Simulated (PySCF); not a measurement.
## Spin states of BI

Unrestricted PBE0; basis B aug-cc-pVDZ, I aug-cc-pVDZ-PP with ECP28; scalar-relativistic core potentials; PySCF 2.14. Outer shells of the fragments: B 2s2 2p1; I 4d10 5s2 5p5.

Followed along the bond (rough minima from three points):

```tsv
2Ms+1	unpaired	⟨S²⟩ at the start	R at minimum (Å)	Te (eV)
1	none	0.00	2.15	0.00
3	σ ↑, π ↑	2.01	2.08	1.76
```

Solutions found at the starting distance of 2.125 Å, counted from the lowest of them; the search is not exhaustive and high or unbound solutions are not listed, so other states can lie among these:

```
2Ms+1    unpaired   term  E (eV)  ⟨S²⟩  ⟨Lz²⟩  μ (D)
    1        none    ¹Σ⁺    0.00  0.00   0.00   1.44
    3    σ ↑, π ↑     ³Π    1.77  2.01   1.01   0.28
    1    σ ↑, π ↓  mixed    2.47  1.01   1.01   0.76
    3        π ↑↑  mixed    4.46  2.01   2.01   4.30
    3        π ↑↑  mixed    4.72  2.01   2.01   4.24
    1        π ↑↓  mixed    4.76  1.01   2.01   4.23
    3        σ ↑↑    ³Σ⁺    5.06  2.01   0.00  -2.45
    1        π ↑↓  mixed    5.96  1.01   2.01   0.00
    1  σ ↑, π ↑↓↓  mixed    6.90  2.01   3.01   3.99
    3    σ ↑, π ↑     ³Π    6.97  2.00   1.02   1.05
```

A term symbol is given only where ⟨S²⟩ and ⟨Lz²⟩ are close to those of a pure state; real π, δ and φ orbitals otherwise mix terms. A positive dipole means B(−)I(+).

Spin–orbit coupling is left out. Counting both spins, an empty level lies below a filled one in some of these solutions, because spin and occupation are held.
